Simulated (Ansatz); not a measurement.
Reaction (SMILES): I (HI) -> I (HI) as doublet, charge +1 + e-
Structures are relaxed separately at B3LYP-D3(BJ)/def2-TZVP in Ansatz (an electronic-structure program). A spin state is the lowest found, not a proven ground state.
Geometry of the first species:
```xyz
2

I      0.0000     0.0000    -0.0299
H      0.0000     0.0000     1.5855
```
Charge 0, spin multiplicity 1.

Quantity: adiabatic ionisation energy (electronic energy difference), in eV. Valence correlation only, unless marked. Open shells are spin-unrestricted. No spin-orbit coupling. The frozen core is the preceding noble-gas configuration, with the filled d and f shells of earlier blocks. In def2 rows, elements after Kr have scalar-relativistic effective core potentials. STO-3G rows are all-electron and non-relativistic. CBS(X,Y): correlation extrapolated as X^-3; Hartree-Fock from the larger set.

```
level                            program  adiabatic ionisation energy (eV)
------------------------  --------------  --------------------------------
BLYP/def2-TZVPD                   Ansatz                             10.41
revPBE-D3(BJ)/def2-TZVPD  Ansatz + dftd3                             10.45
```

**Question.** What does CCSD(T)/CBS(def2-TZVPPD,def2-QZVPPD) (Ansatz) give?

**Answer.** 10.68 eV, so revPBE-D3(BJ)/def2-TZVPD differs from it by -0.23 eV.
